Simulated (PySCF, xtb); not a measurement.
hexanethiol (C₆H₁₄S), SMILES C(CCCS)CC. The values are those of a single conformer.

Harmonic wavenumbers (cm⁻¹) from xtb 6.7.1 with GFN2-xTB at its own minimum, in rising order: 51, 70, 87, 122, 132, 156, 212, 234, 267, 400, 451, 748, 770, 780, 820, 830, 897, 942, 983, 1051, 1056, 1079, 1104, 1108, 1134, 1203, 1213, 1237, 1265, 1266, 1284, 1290, 1320, 1360, 1377, 1417, 1453, 1493, 1496, 1498, 1501, 1504, 1507, 2434, 2956, 2961, 2967, 2973, 2975, 2977, 2979, 2983, 2984, 2992, 3032, 3034, 3039.

Question: What does B3LYP-D3(BJ)/def2-SVP (PySCF) give at its own minimum? (Estimate from the structure and the level; the computed values follow.)

Answer: 58, 75, 87, 140, 147, 191, 219, 255, 267, 410, 457, 742, 749, 754, 797, 873, 883, 908, 985, 1027, 1061, 1074, 1074, 1082, 1141, 1207, 1228, 1261, 1281, 1305, 1319, 1325, 1342, 1388, 1404, 1412, 1462, 1463, 1468, 1471, 1472, 1482, 1489, 2668, 3005, 3008, 3016, 3022, 3024, 3034, 3045, 3046, 3060, 3072, 3099, 3105, 3107. Paired by order, the mean absolute difference is 32 cm⁻¹ and the zero-point energies are 116.4 and 118.0 kcal/mol.
